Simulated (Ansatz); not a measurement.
Ca₇Se₆⁺: single points at one geometry.

```yaml
crystal:
  periodic: [false, false, false]
  atoms:
    - {symbol: Ca, position_ang: [3.647421, 2.179101, -0.032292]}
    - {symbol: Ca, position_ang: [-1.491982, -3.058837, 1.038690]}
    - {symbol: Ca, position_ang: [-1.723766, 2.199682, 1.062426]}
    - {symbol: Ca, position_ang: [0.730931, 4.536687, -0.250722]}
    - {symbol: Ca, position_ang: [0.823439, -0.302824, -0.373698]}
    - {symbol: Ca, position_ang: [3.648424, -2.588150, -0.270453]}
    - {symbol: Ca, position_ang: [-4.051642, -1.900648, -1.255250]}
    - {symbol: Se, position_ang: [-2.036439, -0.409882, -0.050794]}
    - {symbol: Se, position_ang: [3.489688, -0.195343, -1.455899]}
    - {symbol: Se, position_ang: [-3.541332, -4.212872, -0.232860]}
    - {symbol: Se, position_ang: [1.143688, 2.095846, 1.166820]}
    - {symbol: Se, position_ang: [-1.902545, 4.508964, -0.199252]}
    - {symbol: Se, position_ang: [1.264114, -2.851726, 0.853283]}
basis:
  gaussian: {orbitals: def2-TZVP, fitting: {mean_field: def2-universal-jkfit}, initial_orbitals: start.molden}
total_charge: 1
magnetization: {spin_polarized: true, initial_magnetization: 1}
hamiltonian: {xc: pbe, dispersion: d4}
scf: {omitted_lower_state_checks: [starts]}
output: {forces: true, orbitals: {seedname: orbitals}}
```

The file start.molden holds the orbitals of an earlier run on this structure, at another level or in another basis.

```sh
$ ansatz run in.yaml --threads 2 --pin off --events-out ev --progress --plain --max-ram 32768MiB --backend cuda --devices 0, --max-vram 18GiB
```

Output, abridged:

```
Functional definition: PBE
  name "PBE"
  cite "Perdew, Burke & Ernzerhof, Phys. Rev. Lett. 77, 3865 (1996) doi:10.1103/PhysRevLett.77.3865"
  parent pbe
  parameter kappa = 0.804
  parameter beta = 0.06672455060314922
  exchange = pbe_x(kappa = kappa, mu = beta*pi^2/3)
  correlation = pbe_c(beta = beta)
these checks for a lower state are left out or cut short: starts
2716 factors; integrals over basis functions are off by at most 2.6e-1 eV
mean field evaluation 1: about -521081.1609 eV, gradient 1.6e1 eV
mean field evaluation 2: about -521081.6291 eV, gradient 6.1e-1 eV
mean field evaluation 4: about -521081.6382 eV, gradient 4.6e-2 eV
mean field evaluation 8: about -521081.6382 eV, gradient 1.8e-5 eV
mean field -521081.63818440 eV, -19149.3970014567 hartree, gradient 1.8e-5 eV, S^2 0.751213; 0 other end points of the search recorded, 0 dependent functions left out
the calculation of the forces begins
reference -521081.63828436 eV, -19149.3970051302 hartree; 172, 171 occupied and 368, 369 virtual orbitals, 2716 factors
Total energy: -521082.65508460 eV, -19149.4343718498 hartree
Atom 0 at     3.647421     2.179101    -0.032292 Å, force    -0.039915    -0.082038    -0.057369 eV/Å
Atom 1 at    -1.491982    -3.058837     1.038690 Å, force     0.037471    -0.024369     0.058032 eV/Å
Atom 2 at    -1.723766     2.199682     1.062426 Å, force    -0.061563    -0.047743     0.061676 eV/Å
Atom 3 at     0.730931     4.536687    -0.250722 Å, force    -0.026348     0.085998    -0.046184 eV/Å
Atom 4 at     0.823439    -0.302824    -0.373698 Å, force    -0.033434    -0.056079     0.025724 eV/Å
Atom 5 at     3.648424    -2.588150    -0.270453 Å, force    -0.032175    -0.059512     0.029340 eV/Å
Atom 6 at    -4.051642    -1.900648    -1.255250 Å, force     0.010771     0.041259    -0.010431 eV/Å
Atom 7 at    -2.036439    -0.409882    -0.050794 Å, force    -0.040880     0.019766     0.010439 eV/Å
Atom 8 at     3.489688    -0.195343    -1.455899 Å, force     0.053538     0.100612     0.045135 eV/Å
Atom 9 at    -3.541332    -4.212872    -0.232860 Å, force    -0.087304    -0.042767    -0.049828 eV/Å
Atom 10 at     1.143688     2.095846     1.166820 Å, force     0.071380    -0.040037     0.037275 eV/Å
Atom 11 at    -1.902545     4.508964    -0.199252 Å, force     0.018738     0.046204    -0.052135 eV/Å
Atom 12 at     1.264114    -2.851726     0.853283 Å, force     0.129721     0.058706    -0.051676 eV/Å
Dipole moment:     1.525526    -0.191716     0.104546 e Å
Checks for a lower state left out: starts
```

Run time 14 s (2 threads of AMD EPYC 7R13 on a shared host and a share (18 GiB) of an NVIDIA H100 80GB HBM3), peak host memory 1.2 GiB.

Geometry: PBE-D4/def2-SVP, loosely relaxed.

Single mean-field runs in def2-TZVP are fitted with def2-universal-jkfit. The geometry of the charge 1 doublet is only loosely relaxed. The structure comes from a short search, and lower isomers may exist.
